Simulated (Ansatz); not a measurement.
Constitutional and geometric isomers with formula H4B2O. All species are isolated molecules in the gas phase. One relaxed conformer stands for each flexible species; it need not be the lowest. Strings in code marks are SMILES.

Quantity: electronic energy of isomers of H4B2O relative to `BOB`, in eV.

Level 1: frozen-core CCSD(T)/cc-pVQZ // PBE0-D3(BJ)/def2-TZVP (Ansatz, a quantum-chemistry and plane-wave program)
Level 2: frozen-core CCSDT(Q)/6-31g // PBE0-D3(BJ)/def2-TZVP (Ansatz)
Level 3: HSE06/cc-pVTZ // PBE0-D3(BJ)/def2-TZVP (Ansatz)
Level 4: r2SCAN0/cc-pVTZ // PBE0-D3(BJ)/def2-TZVP (Ansatz)

| species | level 2 | level 3 | level 4 |
|---|---|---|---|
| `BBO` | 1.60 | 1.42 | 1.47 |

What does level 1 give for each?


- `BBO`: 1.46
